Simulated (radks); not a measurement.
Values are calculated unless marked as measured or tabulated.
Orbital eigenvalues (eV) of neutral arsenic, [Ar] 3d10 4s2 4p3, at several levels of relativity; Dirac values are averaged over j with weights 2j + 1. Spin-unpolarised spherical Kohn-Sham, PBE, point nucleus unless stated (finite: rms radius 4.0968 fm), a radial shooting solver on a logarithmic mesh with Libxc functionals. A level marked "c x" has the speed of light scaled by that factor and shares open shells by 2j + 1; other Dirac levels either fill j = l - 1/2 first or share by 2j + 1.

[
 {"shell": "1s", "non-rel.": "-11540", "scalar-rel.": "-11720", "scalar-rel., finite nucleus": "-11719", "Dirac, c x 0.75": "-11860", "change of magnitude, last against first (%)": "+2.78"},
 {"shell": "2s", "non-rel.": "-1447.0", "scalar-rel.": "-1486.8", "scalar-rel., finite nucleus": "-1486.7", "Dirac, c x 0.75": "-1518.4", "change of magnitude, last against first (%)": "+4.94"},
 {"shell": "2p", "non-rel.": "-1294.0", "scalar-rel.": "-1303.7", "scalar-rel., finite nucleus": "-1303.7", "Dirac, c x 0.75": "-1311.0", "change of magnitude, last against first (%)": "+1.32"},
 {"shell": "3s", "non-rel.": "-183.93", "scalar-rel.": "-190.31", "scalar-rel., finite nucleus": "-190.30", "Dirac, c x 0.75": "-195.50", "change of magnitude, last against first (%)": "+6.29"},
 {"shell": "3p", "non-rel.": "-132.27", "scalar-rel.": "-133.68", "scalar-rel., finite nucleus": "-133.68", "Dirac, c x 0.75": "-134.84", "change of magnitude, last against first (%)": "+1.94"},
 {"shell": "3d", "non-rel.": "-41.726", "scalar-rel.": "-40.646", "scalar-rel., finite nucleus": "-40.646", "Dirac, c x 0.75": "-39.771", "change of magnitude, last against first (%)": "-4.68"},
 {"shell": "4s", "non-rel.": "-14.054", "scalar-rel.": "-14.494", "scalar-rel., finite nucleus": "-14.494", "Dirac, c x 0.75": "-14.860", "change of magnitude, last against first (%)": "+5.74"},
 {"shell": "4p", "non-rel.": "-5.2314", "scalar-rel.": "-5.1950", "scalar-rel., finite nucleus": "-5.1950", "Dirac, c x 0.75": "-5.1728", "change of magnitude, last against first (%)": "-1.12"}
]
